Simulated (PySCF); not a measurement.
Simulated outer-valence photoelectron spectrum of `O[SiH2][SiH2]P`. Level of theory: EOM-IP-CCSD/aug-cc-pVDZ in PySCF, restricted Hartree–Fock reference, frozen core, non-relativistic, gas phase, PBE0-D3(BJ)/def2-SVP geometry.

Each root has a Gaussian of 0.4 eV full width with its one-hole share as area; cross sections and vibrations are left out, and the highest printed point is 100.

ionisation energy (eV), intensity and a bar:
```
      8.6          0 
      8.7          2 #
      8.8          7 ##
      8.9         21 ######
      9.0         44 #############
      9.1         65 ####################
      9.2         67 ####################
      9.3         49 ###############
      9.4         26 ########
      9.5          9 ###
      9.6          2 #
      9.7          0 
      9.8          0 
      9.9          0 
     10.0          0 
     10.1          0 
     10.2          1 
     10.3          5 #
     10.4         15 #####
     10.5         36 ###########
     10.6         59 ##################
     10.7         68 #####################
     10.8         56 #################
     10.9         33 ##########
     11.0         16 #####
     11.1         15 #####
     11.2         31 #########
     11.3         57 #################
     11.4         83 #########################
     11.5         97 #############################
     11.6         98 ##############################
     11.7         88 ##########################
     11.8         69 #####################
     11.9         53 ################
     12.0         54 ################
     12.1         65 ####################
     12.2         68 ####################
     12.3         53 ################
     12.4         29 #########
     12.5         11 ###
     12.6          5 #
     12.7          8 ##
     12.8         21 ######
     12.9         44 #############
     13.0         65 ####################
     13.1         72 ######################
     13.2         67 ####################
     13.3         68 ####################
     13.4         80 ########################
     13.5         94 ############################
     13.6        100 ##############################
     13.7         94 ############################
     13.8         74 ######################
     13.9         46 ##############
     14.0         22 ######
     14.1          7 ##
     14.2          2 #
     14.3          0
```

Question: Where are the maxima, and how many lines lie under the curve?

Answer: 6 maxima, at 9.2, 10.7, 11.6, 12.2, 13.1 and 13.6 eV, from 8 lines. At this width some lines have no maximum of their own.

Question: List the lines with their holes.

Answer: 
```csv
E (eV),leading hole (HF orbital),area,Koopmans (eV)
9.16,HOMO,0.95,9.66
10.69,HOMO-1,0.94,11.45
11.42,HOMO-2,0.95,12.14
11.70,HOMO-3,0.94,12.66
12.18,HOMO-4,0.94,13.14
13.06,HOMO-6,0.93,14.88
13.47,HOMO-7,0.94,15.17
13.74,HOMO-5,0.93,14.50
```

The widest gap, 1.53 eV, lies between 9.16 and 10.69 eV. Only orbitals with −ε under 21 eV, eight at most, were ionised, so the high end of the curve may lack lines.

Hardware: an x86-64 server with one thread, on a shared host. Cost: 4.7 min.

Conformer computed: `[OH:1][SiH2:2][SiH2:3][PH2:4]`: O1–Si2–Si3–P4 177°, H–O1–Si2–Si3 58°, H–P4–Si3–Si2 47°, H–P4–Si3–Si2 -47°.

One conformer stands for the species.
